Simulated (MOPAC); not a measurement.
MOPAC input (PM3):

```
PM3 1SCF GEO-OK AUX(PRECISION=9) THREADS=1
C2H2F2

F     1.62366900 1   -0.70877100 1    0.00655200 1
C     0.62960400 1    0.19732900 1   -0.01250100 1
C    -0.62960400 1   -0.19732900 1    0.01250100 1
F    -1.62366900 1    0.70877100 1   -0.00655200 1
H     0.96175400 1    1.22502700 1   -0.04851800 1
H    -0.96175400 1   -1.22502700 1    0.04851800 1
```

Output:

```
 *******************************************************************************
 **                                                                           **
 **                              MOPAC v23.2.5                                **
 **                                                                           **
 *******************************************************************************
 ** MOPAC's Digital Object Identifier: https://doi.org/10.5281/zenodo.6511958 **
 **                                                                           **
 ** Please cite the open-source release paper for use of this MOPAC version:  **
 ** J. E. Moussa and J. J. P. Stewart (2026)                                  **
 ** MOPAC: An open-source semiempirical molecular orbital program             **
 ** J. Open Source Softw., 11(119), 8025, https://doi.org/10.21105/joss.08025 **
 *******************************************************************************

                              PM3 CALCULATION RESULTS

 *******************************************************************************
 *  PM3        - The PM3 Hamiltonian to be used
 *  GEO-OK     - OVERRIDE INTERATOMIC DISTANCE AND OTHER SAFETY CHECKS
 *  1SCF       - DO 1 SCF AND THEN STOP
 *  AUX        - OUTPUT AUXILIARY INFORMATION
 *******************************************************************************
PM3 1SCF GEO-OK AUX(PRECISION=9) THREADS=1
 C2H2F2

   ATOM   CHEMICAL          X               Y               Z
  NUMBER   SYMBOL      (ANGSTROMS)     (ANGSTROMS)     (ANGSTROMS)

     1       F          1.62366900  *  -0.70877100  *   0.00655200  *
     2       C          0.62960400  *   0.19732900  *  -0.01250100  *
     3       C         -0.62960400  *  -0.19732900  *   0.01250100  *
     4       F         -1.62366900  *   0.70877100  *  -0.00655200  *
     5       H          0.96175400  *   1.22502700  *  -0.04851800  *
     6       H         -0.96175400  *  -1.22502700  *   0.04851800  *

          CARTESIAN COORDINATES

    NO.       ATOM           X           Y           Z

     1         F          1.6237     -0.7088      0.0066
     2         C          0.6296      0.1973     -0.0125
     3         C         -0.6296     -0.1973      0.0125
     4         F         -1.6237      0.7088     -0.0066
     5         H          0.9618      1.2250     -0.0485
     6         H         -0.9618     -1.2250      0.0485

  H: (PM3): J. J. P. STEWART, J. COMP. CHEM. 10, 209 (1989).
  C: (PM3): J. J. P. STEWART, J. COMP. CHEM. 10, 209 (1989).
  F: (PM3): J. J. P. STEWART, J. COMP. CHEM. 10, 209 (1989).

           Empirical Formula: C2 H2 F2  =     6 atoms

      MOLECULAR POINT GROUP   :   C2h

      RHF CALCULATION, NO. OF DOUBLY OCCUPIED LEVELS = 12

 -------------------------------------------------------------------------------
 PM3 1SCF GEO-OK AUX(PRECISION=9) THREADS=1
 C2H2F2

     1SCF WAS SPECIFIED, SO BFGS WAS NOT USED
     SCF FIELD WAS ACHIEVED

                              PM3 CALCULATION
                                                       MOPAC v23.2.5 Linux

          FINAL HEAT OF FORMATION =        -70.52951 KCAL/MOL =    -295.09548 KJ/MOL

          COSMO AREA              =         87.42 SQUARE ANGSTROMS
          COSMO VOLUME            =         69.03 CUBIC ANGSTROMS

          IONIZATION POTENTIAL    =         10.760627 EV
          HOMO LUMO ENERGIES (EV) =        -10.761  0.284
          NO. OF FILLED LEVELS    =         12
          MOLECULAR WEIGHT        =         64.0346         POINT GROUP:  C2h

          MOLECULAR DIMENSIONS (Angstroms)

            Atom       Atom       Distance
            F     4    F     1     3.54328
            H     6    H     5     3.01663
            C     2    C     3     0.00000

          SCF CALCULATIONS        =          1

   ATOM   CHEMICAL          X               Y               Z
  NUMBER   SYMBOL      (ANGSTROMS)     (ANGSTROMS)     (ANGSTROMS)

     1       F          1.62366900  *  -0.70877100  *   0.00655200  *
     2       C          0.62960400  *   0.19732900  *  -0.01250100  *
     3       C         -0.62960400  *  -0.19732900  *   0.01250100  *
     4       F         -1.62366900  *   0.70877100  *  -0.00655200  *
     5       H          0.96175400  *   1.22502700  *  -0.04851800  *
     6       H         -0.96175400  *  -1.22502700  *   0.04851800  *

                             CARTESIAN COORDINATES

   1    F        1.623669000    -0.708771000     0.006552000
   2    C        0.629604000     0.197329000    -0.012501000
   3    C       -0.629604000    -0.197329000     0.012501000
   4    F       -1.623669000     0.708771000    -0.006552000
   5    H        0.961754000     1.225027000    -0.048518000
   6    H       -0.961754000    -1.225027000     0.048518000

           Empirical Formula: C2 H2 F2  =     6 atoms

      MOLECULAR POINT GROUP   :   C2h

                  EIGENVALUES
 -34.43291 -26.64982 -21.66161 -20.61862 -18.67792 -18.63107 -17.91841 -17.19331
 -17.03160 -15.62219 -13.81067 -10.76063   0.28440   1.73436   2.75906   2.98756
   4.51277   4.74748

              NET ATOMIC CHARGES AND DIPOLE CONTRIBUTIONS

  ATOM NO.   TYPE          CHARGE      No. of ELECS.   s-Pop       p-Pop
    1          F          -0.092383        7.0924     1.76483     5.32755
    2          C          -0.037750        4.0378     1.17600     2.86175
    3          C          -0.037750        4.0378     1.17600     2.86175
    4          F          -0.092383        7.0924     1.76483     5.32755
    5          H           0.130133        0.8699     0.86987
    6          H           0.130133        0.8699     0.86987
 DIPOLE           X         Y         Z       TOTAL
 POINT-CHG.    -0.000     0.000     0.000     0.000
 HYBRID         0.000    -0.000     0.000     0.000
 SUM           -0.000     0.000     0.000     0.000

          ATOMIC ORBITAL ELECTRON POPULATIONS

     Atom    s        px        py        pz
    1  F   1.76483   1.64655   1.72182   1.95918
    2  C   1.17600   0.88281   0.93828   1.04066
    3  C   1.17600   0.88281   0.93828   1.04066
    4  F   1.76483   1.64655   1.72182   1.95918
    5  H   0.86987
    6  H   0.86987

 **********************
 *                    *
 * JOB ENDED NORMALLY *
 *                    *
 **********************

 == MOPAC DONE ==
```

The geometry given is a B3LYP-D3(BJ)/def2-TZVP minimum.
